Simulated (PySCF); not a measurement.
BFH, SMILES F[BH] (connectivity only; charge and spin as stated), charge +1, multiplicity 1.

Coordinates come from a ωB97X-D3(BJ)/def2-TZVPD optimisation. The multiplicity is an assumed one; other spin states were not compared. The isomer is the one that the SMILES or the coordinates give; other isomers of the formula were not compared.

Two levels are set side by side: PBE/def2-TZVPD (PySCF) and HF/def2-TZVPD (PySCF). Same geometry, gas phase. Differences are taken from unrounded values.

```
quantity                         HF
---------------------------  ------
orbital gap (eV)              21.13
highest occupied level (eV)  -26.52
lowest empty level (eV)       -5.39
mean polarisability (bohr³)     9.2
```

### Question
What does PBE give, and how far is it from HF? (An estimate is asked for; the answer gives what the named calculation found.)

### Answer

```csv
quantity,PBE,PBE minus HF
orbital gap (eV),9.82,-11.31
highest occupied level (eV),-20.47,6.05
lowest empty level (eV),-10.65,-5.26
mean polarisability (bohr³),10.4,1.2
```

Without exact exchange PBE keeps part of each electron's self-repulsion, which lifts occupied levels and narrows the gap. Loosely held outer electrons make PBE densities more polarisable. Differences between two approximate levels are no errors against the true value.

Rough cost on one machine, each run with all the roots and properties that it gave: HF against PBE about 1/5.
